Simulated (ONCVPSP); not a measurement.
**PBE ONCV dataset for lead (Pb), fully relativistic all-electron reference.**

```json
{
 "Element": "Pb",
 "Generator": "ONCVPSP 4.0.1",
 "Type": "optimised norm-conserving Vanderbilt (ONCV)",
 "Functional": "PBE",
 "Relativity": "fully relativistic",
 "Frozen core": "[Xe]",
 "Valence charge": "28",
 "Reference configuration": "4f14 5d10 6s2 6p1 (charge +1)",
 "Partial waves": "6s: rc 2.10 bohr, ncon 4, nbas 9, qcut 3 1/bohr, 1 projector; 6p: rc 2.25 bohr, ncon 4, nbas 9, qcut 3.9 1/bohr, 3 projectors, debl 3.9 Ha; 5d: rc 1.55 bohr, ncon 4, nbas 7, qcut 7.9 1/bohr, 2 projectors, debl 2.8 Ha; 4f: rc 0.70 bohr, ncon 4, nbas 9, qcut 22.5 1/bohr, 3 projectors, debl 1.7 Ha",
 "Local potential": "polynomial inside 0.50 bohr (lpopt 5, dvloc0 3 Ha)",
 "Core correction": "polynomial model core, fcfact 0.2"
}
```

Open shells are filled in proportion to 2j + 1.

In the f channel the program set the typed energies aside and used -5.068, 0.250, 1.950 Ha (j = l + 1/2; the other j can differ).

- Cutoffs needed: 244 Ha and 551 Ha (the cutoffs (Ha) at which the residual kinetic energy of the hardest occupied pseudo-wave falls to 1 and 0.1 mHa per electron)
- Ghost test: ghosts flagged at negative energy: s at -1838.9 eV, s at -494.1 eV, p3/2 at -823.7 eV, p1/2 at -828.7 eV; GHOST(+) flagged for p3/2 at 77.4 eV, d5/2 at 105.6 eV, p1/2 at 106.1 eV, d3/2 at 143.4 eV; a true bound ghost makes a file unfit for plane-wave use
- Largest excitation error: -72 meV (all-electron minus pseudo) for 4f14 5d10 6s0 6p0, out of 4 test configurations
- rms error of d²Exc/dni dnj: 9.72 mHa without and 8.34 mHa with the model core
